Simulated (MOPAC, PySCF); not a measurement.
C₃H₄O₂, SMILES `C=CC(=O)O` (C–C–C–O torsion 180°, O–C–O–H torsion 0°), neutral singlet in the gas phase. 

Z-matrix (Å, degrees):
```
C
C 1 1.3220
H 2 1.0812 1 121.28
H 1 1.0814 2 122.28 3 -179.97
H 2 1.0816 3 117.68 1 -180.00
C 1 1.4754 4 113.76 2 -180.00
O 6 1.2014 1 123.85 4 -0.02
O 6 1.3461 7 122.26 1 -180.00
H 8 0.9677 6 106.72 7 0.00
```
Charge 0, multiplicity 1.

All levels are single points at this geometry (CAM-B3LYP-D3(BJ)/def2-TZVP); Pople sets use spherical d functions. Orbital energies aren't observables, and empty levels follow the basis.

```json
[
 {"level": "CAM-B3LYP-D3(BJ)/def2-TZVP in PySCF", "HOMO (eV)": "-9.72", "LUMO (eV)": "-0.36", "gap (eV)": "9.36", "dipole (D)": "2.18", "vertical IE, Delta-SCF (eV)": "–"},
 {"level": "BP86/6-31G* in PySCF", "HOMO (eV)": "-6.17", "LUMO (eV)": "-2.12", "gap (eV)": "4.05", "dipole (D)": "1.86", "vertical IE, Delta-SCF (eV)": "–"},
 {"level": "HF/6-31G* in PySCF", "HOMO (eV)": "-10.86", "LUMO (eV)": "2.89", "gap (eV)": "13.75", "dipole (D)": "2.41", "vertical IE, Delta-SCF (eV)": "–"},
 {"level": "HF/STO-3G in PySCF", "HOMO (eV)": "-8.82", "LUMO (eV)": "6.37", "gap (eV)": "15.19", "dipole (D)": "1.17", "vertical IE, Delta-SCF (eV)": "–"},
 {"level": "PM6 in MOPAC", "HOMO (eV)": "-11.32", "LUMO (eV)": "-0.50", "gap (eV)": "10.83", "dipole (D)": "2.51", "vertical IE, Delta-SCF (eV)": "–"},
 {"level": "PM7 in MOPAC", "HOMO (eV)": "-11.23", "LUMO (eV)": "-0.42", "gap (eV)": "10.82", "dipole (D)": "2.36", "vertical IE, Delta-SCF (eV)": "–"}
]
```
